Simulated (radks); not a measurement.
The numbers below are computed, except where a source is named.
Effect of the nuclear size on the molybdenum ion Mo3+, [Kr] 4d3. Code: a radial shooting solver on a logarithmic mesh with Libxc functionals. Model: Dirac Kohn-Sham, LDA (Slater exchange, Perdew-Wang correlation), spin-unpolarised, spherical densities, finite nucleus; open shells are shared between the two j in proportion to 2j + 1; Fermi nuclear charge, rms radius 4.4091 fm. The rms radius is varied about that value; shifts are against it.

rms radius (fm)	total energy shift (eV)	density at nucleus (e/bohr^3)	1s1/2 shift (meV)	2s1/2 shift (meV)	4s1/2 shift (meV)	4p1/2 shift (meV)	5s1/2 (empty) shift (meV)
3.9638	-0.284	9.15e+04	-120	-12.8	-0.385	0.029	-0.069
4.0784	-0.213	9.122e+04	-90.2	-9.64	-0.289	0.022	-0.052
4.4091	0	9.046e+04	0.000	0.000	0.000	0.000	0.000
4.6384	0.157	8.996e+04	66.2	7.08	0.212	-0.016	0.038
5.2733	0.627	8.872e+04	265	28.3	0.850	-0.065	0.153

Slopes of the eigenvalues against <r^2> in GHz/fm^2, as finite differences over the two radii next to the reference (eigenvalue slopes, not the field-shift constants of lines): 1s1/2 7750, 2s1/2 828, 4s1/2 24.8, 4p1/2 -1.89, 5s1/2 (empty) 4.48.
